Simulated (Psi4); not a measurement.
C3H8N (SMILES [CH2]N(C)C), doublet, at a GFN2-xTB geometry. Base run: BLYP/6-31G in Psi4 1.11.

Geometry (Å):
```xyz
12

N      0.0011     0.0525     0.2229
C     -0.0012     1.4325     0.0794
C      1.2087    -0.6484    -0.1271
C     -1.2085    -0.6511    -0.1148
H      0.9200     1.9326     0.3136
H     -0.9210     1.9305     0.3230
H      1.3093    -0.7936    -1.2122
H      1.2065    -1.6298     0.3511
H      2.0700    -0.0857     0.2269
H     -1.3198    -0.7965    -1.1988
H     -2.0674    -0.0903     0.2479
H     -1.1992    -1.6325     0.3633
```
Charge 0, spin multiplicity 2.
Orbitals are unrestricted.
All else is at Psi4's defaults (density fitting, Cartesian functions).

The base run was repeated with changes; each row names its change, and settings that it needs were set with it.

```csv
change,E (Eh),SCF-reference dipole (D),SCF-reference <S^2>,core-seconds (rough)
base,-173.66746,1.19,0.752,8
functional = wb97x-v,-173.70609,1.14,0.753,200
functional = m06-l,-173.73383,1.19,0.753,10
functional = svwn,-172.80691,1.29,0.751,5
functional = tpss,-173.79646,1.15,0.752,20
functional = m06,-173.62943,1.12,0.753,10
functional = b3lyp5,-173.64623,1.13,0.753,8
functional = bp86,-173.76140,1.20,0.752,6
functional = b2plyp,-173.47959,-,0.755,7
functional = wb97x,-173.71346,1.13,0.753,9
functional = cam-b3lyp,-173.66051,1.12,0.753,10
functional = dsd-pbep86,-173.24332,-,0.757,7
functional = pbe,-173.52584,1.19,0.752,9
```

Absolute energies of different levels of theory aren't comparable as measures of quality.

Open shells are given as the SCF converged; they aren't shown to be the lowest states, and a large step between rows can be another state.
